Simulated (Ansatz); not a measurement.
This geometry of C2H4InN (8 atoms, charge 0, multiplicity 1) is a first-order saddle point.

Computed with RKS PBE/def2-SVP (Ansatz).

```xyz
8
Properties=species:S:1:pos:R:3
C 0.653 2.003 -1.535
C 0.485 1.240 -0.581
In 0.170 -0.116 1.034
N -0.778 -1.958 0.657
H 0.801 2.674 -2.373
H 0.684 0.282 2.638
H -0.242 -2.429 -0.092
H -1.681 -1.752 0.196
```

(1) Which two structures does it join? (They come from a converged band through this point; their orientation in space is the band's.)

(2) How far does it lie above each of them?

Answers

(1) No bond is made or broken. The dihedral C2–In3–N4–H8 goes from -168 to 14°. The two ends are copies of one structure, up to a mirror image or an exchange of like atoms.

Image 0:

```xyz
8
Properties=species:S:1:pos:R:3
C 1.416 1.616 -1.591
C 0.838 1.063 -0.655
In -0.165 0.150 0.964
N -0.975 -1.649 0.479
H 1.926 2.099 -2.416
H -0.226 0.741 2.578
H -1.080 -1.941 -0.496
H -1.643 -2.136 1.081
```

Image 8:

```xyz
8
Properties=species:S:1:pos:R:3
C 1.552 1.520 -1.555
C 0.931 0.999 -0.628
In -0.104 0.107 0.982
N -1.321 -1.408 0.390
H 2.095 1.979 -2.372
H -0.070 0.630 2.621
H -1.751 -2.062 1.048
H -1.241 -1.823 -0.541
```

(2) 7.7 kcal/mol above the first and 7.7 kcal/mol above the second. This is the barrier of this one path; another mechanism may lie lower.

Time of the run: 3.3 min on 1 CPU thread of a shared host.
